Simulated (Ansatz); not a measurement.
Ansatz (a first-principles code) input (CCSD(T)/cc-pwCVTZ):
A basis named .json is the Basis Set Exchange file of that set.

Ansatz 0.2 input:
```yaml
crystal:
  periodic: [false, false, false]
  atoms:
    - {symbol: Si, position_ang: [0.12532692, 0.14680568, -0.00494753]}
    - {symbol: O, position_ang: [1.36313914, -0.53069539, -0.76119061]}
    - {symbol: O, position_ang: [0.31896332, 0.43884242, 1.55720159]}
    - {symbol: O, position_ang: [-0.70698723, 1.23408528, -0.83450562]}
    - {symbol: N, position_ang: [-1.09204534, -1.27920213, 0.04311069]}
    - {symbol: H, position_ang: [1.79918746, -0.17461887, -1.54141117]}
    - {symbol: H, position_ang: [1.16535864, 0.48623783, 2.01221959]}
    - {symbol: H, position_ang: [-0.87224724, 2.13926204, -0.55340614]}
    - {symbol: H, position_ang: [-0.63083319, -2.15567860, 0.29695223]}
    - {symbol: H, position_ang: [-1.83401384, -1.11404245, 0.72690026]}
    - {symbol: H, position_ang: [-1.53863306, -1.41988303, -0.86580704]}
basis:
  gaussian:
    orbitals: cc-pwCVTZ.json
total_charge: 1
magnetization: {spin_polarized: false}
correlation: {method: ccsd_t, electrons: outside_noble_gas}
```

Output:

```
Functional definition: HF
integrals: 3.03 GiB planned
1834 factors; integrals over basis functions are off by at most 1.1e-3 eV
mean field: 1.72 GiB planned
mean field evaluation 1: about -15544.4127 eV, gradient 7.7e1 eV
mean field evaluation 2: about -15544.6731 eV, gradient 7.7e1 eV
mean field evaluation 4: about -15553.8883 eV, gradient 3.6e0 eV
mean field evaluation 8: about -15553.9799 eV, gradient 2.7e-1 eV
mean field evaluation 16: about -15544.4127 eV, gradient 7.7e1 eV
mean field -15553.98010970 eV, -571.5982261651 hartree, gradient 3.4e-6 eV, S^2 0.000000; 0 other end points of the search recorded, 0 dependent functions left out
9 core orbitals not correlated
reference -15553.98010970 eV, -571.5982261651 hartree; 16, 16 occupied and 290, 290 virtual orbitals, 1834 factors
second order -29.08596247 eV of doubles, -0.00000000 eV of singles
coupled cluster: 4.48 GiB planned
cycle   1  -28.86018639 eV  change    2.3e-1 eV  update   9.5e-2
cycle   2  -29.43260135 eV  change   -5.7e-1 eV  update   2.6e-2
cycle   3  -29.55675549 eV  change   -1.2e-1 eV  update   1.3e-2
cycle   4  -29.53877386 eV  change    1.8e-2 eV  update   2.5e-3
cycle   5  -29.53924225 eV  change   -4.7e-4 eV  update   1.2e-3
cycle   6  -29.53972571 eV  change   -4.8e-4 eV  update   2.9e-4
cycle   7  -29.53948654 eV  change    2.4e-4 eV  update   1.1e-4
cycle   8  -29.53944169 eV  change    4.5e-5 eV  update   2.8e-5
cycle   9  -29.53944407 eV  change   -2.4e-6 eV  update   9.6e-6
perturbative correction -1.04272244 eV, -0.0383193429 hartree
Total energy: -15584.56227621 eV, -572.7221000552 hartree
```

It need not be the lowest isomer of its formula.
